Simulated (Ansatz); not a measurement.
`[CH3][Ti]([F])([F])[Cl]`, charge 0, multiplicity 1.

Give a relaxed structure at PBE0-D4/def2-TZVP (the Gaussian-basis code of Ansatz). (Estimate.)

Computed: 
Cartesian coordinates in Å:
```
C -0.922 -0.066 -0.545
Ti 0.868 0.037 0.409
F 1.566 -1.555 0.246
F 1.773 1.261 -0.444
Cl 0.408 0.578 2.479
H -0.737 -0.336 -1.589
H -1.542 -0.828 -0.065
H -1.414 0.909 -0.491
```
Point group Cs.
